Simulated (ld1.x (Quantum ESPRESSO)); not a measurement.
The numbers below are computed, except where a source is named.
## Potentials for Sb compared

Generated with ld1.x 7.5 (TM, RRKJ, ultrasoft, PAW), atompaw 4.2 or ONCVPSP 4.0.1. The cutoff is in Ry: for ld1.x and atompaw files where the sum of valence levels is converged to 10 mRy in a Bessel basis, for ONCV files where the hardest occupied wave has 1 mHa per electron of residual kinetic energy. The error is the largest all-electron minus pseudo excitation energy over each file’s own four to seven test configurations (ionisations up to +4, promotions, holes and added fractions of an electron), all of which were solved. The labels leave out finer settings (local radius, basis sizes, second energies), which also bear on the numbers. Spin-polarised tests are not counted. The rows are a selection from randomly drawn settings: files with unsolved tests, undetermined cutoffs or missed reference levels are left out.

A true bound ghost makes a file unfit for plane-wave use even where its test errors are small: the radial tests pick states by their node count and pass the ghost by.

| potential | cutoff (Ry) | largest error (meV) | bound ghosts |
| --- | --- | --- | --- |
| ultrasoft, LDA (PZ), scalar-relativistic, rc 1.25/1.65/0.95 (spd), local smoothed, core correction yes, reference 4s2 4p6 4d10 5s1.75 5p3.25 | 140 | +56 | none |
| TM, PW91, scalar-relativistic, rc 1.90/1.75/1.60 (spd), local d, core correction no, reference 5s2 5p3 | 35 | +161 | s, p |
| PAW, PBEsol, scalar-relativistic, rc 2.00/2.45 (sp), local smoothed, core correction yes, reference 5s2 5p2.75 | 8 | -660 | d |
| TM semilocal, PBE, scalar-relativistic, rc 1.80/2.10/2.25 (spd), local d, core correction yes, reference 5s2 5p3 | 25 | -480 | none |
| PAW, PBE, non-relativistic, rc 2.20/2.70/1.75 (spd), local smoothed, core correction yes, reference 4d10 5s2 5p2.5 | 40 | +1.1 | none |
| PAW, PBEsol, non-relativistic, rc 1.55/1.35/1.50 (spd), local smoothed, core correction yes, reference 4s2 4p6 4d10 5s2 5p2 | 80 | +13 | none |
| PAW, PBE, scalar-relativistic, rc 2.15/2.50/1.50 (spd), local smoothed, core correction yes, reference 4d10 5s2 5p3 | 70 | -163 | s, p |

(1) Fill in the row for Sb: TM, PBE, scalar-relativistic, rc 1.45/1.65/1.65 (spd), local smoothed, core correction no, reference 5s2 5p3.

## Answers

(1) cutoff 50 Ry, largest error +105 meV, bound ghosts: s, d, p.
